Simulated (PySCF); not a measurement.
Molecule: SMILES N([SiH2]C#N)[SiH3], CH6N2Si2.

Structure with atom numbers: `[N:1]#[C:2][SiH2:3][NH:4][SiH3:5]` (H(Xn): hydrogen on atom n).

Geometry PBE0-D3(BJ)/def2-SVP throughout; GIAO in PySCF 2.14, gas phase, one conformer, non-relativistic; equivalent atoms averaged; basis pcSseg-2.

Problem. How do the absolute shieldings σ depend on the functional? (ppm; last column core-seconds on 1 thread of an Arm Neoverse V2, shared host; the GGAs took longer than the global hybrids here, which isn't the general rule, and the cause wasn't traced)

Solution. 
```tsv
functional	kind	N1	N4	C2	Si5	Si3	H(Si5)	H(Si3)	H(N4)	core-s
HF	Hartree–Fock	-108.6	262.6	55.9	432.4	443.0	27.30	27.33	31.51	19
LDA	LDA	-104.8	249.9	48.9	350.9	368.7	25.58	25.55	30.77	28
PBE	GGA	-95.5	247.5	53.2	372.2	389.6	26.21	26.21	31.25	37
BLYP	GGA	-96.2	241.6	50.3	364.1	381.8	26.52	26.53	31.49	34
BP86	GGA	-94.4	247.4	53.8	371.0	388.7	26.28	26.27	31.31	33
OPBE	GGA	-82.5	253.9	60.9	398.3	414.9	26.32	26.33	31.23	34
KT2	GGA	-74.9	248.8	65.2	396.6	414.2	26.24	26.21	31.23	33
KT3	GGA	-72.0	248.0	64.6	405.0	421.9	26.63	26.63	31.41	34
B97-D	GGA	-83.8	247.6	56.9	387.3	404.4	26.61	26.62	31.49	32
B3LYP	global hybrid	-100.2	247.3	50.5	376.9	392.5	26.65	26.67	31.43	25
```

Problem. Which nucleus moves most, in ppm?

Solution. Si5 (silicon bonded to N, 3 H): from 350.9 ppm with LDA to 432.4 ppm with HF. The smallest spread is 0.74 ppm, at H(N4). Proton shifts span only some 12 ppm, so a few tenths of a ppm matter as much there as several ppm in carbon.
